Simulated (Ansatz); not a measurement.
```yaml
crystal:
  periodic: [false, false, false]
  atoms:
    - {symbol: C, position_ang: [-0.627431, -0.763226, 1.174392]}
    - {symbol: Se, position_ang: [0.749043, 0.639750, 1.173600]}
    - {symbol: In, position_ang: [0.842864, 0.991520, -1.254692]}
    - {symbol: F, position_ang: [-0.291237, -0.049456, -2.440376]}
    - {symbol: F, position_ang: [1.938161, 2.223659, -2.263831]}
    - {symbol: H, position_ang: [-0.286794, -1.636190, 0.625140]}
    - {symbol: H, position_ang: [-0.765298, -1.018601, 2.223795]}
    - {symbol: H, position_ang: [-1.559309, -0.387455, 0.761951]}
basis:
  gaussian: {orbitals: def2-TZVPD}
magnetization: {spin_polarized: true, initial_magnetization: 1}
hamiltonian: {xc: {name: wB97X-V}}
output: {forces: true}
```

```sh
$ ansatz run in.yaml --threads 4 --pin off --events-out ev --progress --plain --max-ram 10444MiB
```

Question: How does Ansatz answer? (Estimate.)

Answer: Ansatz gave: The input was rejected before any iteration.
```
Error: a molecule whose nuclei and cores have a total charge of 82 cannot have a net charge of 0 together with 1 unpaired electrons
```
